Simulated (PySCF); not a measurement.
C₃H₄O, SMILES O=C1CC1. Heavy atoms are numbered as in [O:1]=[C:2]1[CH2:3][CH2:4]1. Hydrogens are named by the atom that carries them.

Geometry optimised at B3LYP-D3(BJ)/def2-SVP.

All values below come from B3LYP/pcSseg-1 run with PySCF.

GIAO shieldings, no solvent; atoms alike by connectivity are averaged. δ = σ(ref) − σ: ¹⁷O against H2O (σ = 333.8 ppm); ¹³C against TMS (σ = 181.3 ppm); ¹H against TMS (σ = 31.68 ppm), references at their B3LYP-D3(BJ)/def2-TZVP geometries, non-relativistic.

```csv
nucleus,atoms,count,δ (ppm)
¹⁷O,O1,1,657.6
¹³C,C2,1,217.5
¹³C,C3 (CH2),2,6.4
¹H,H on C3,4,1.70
```
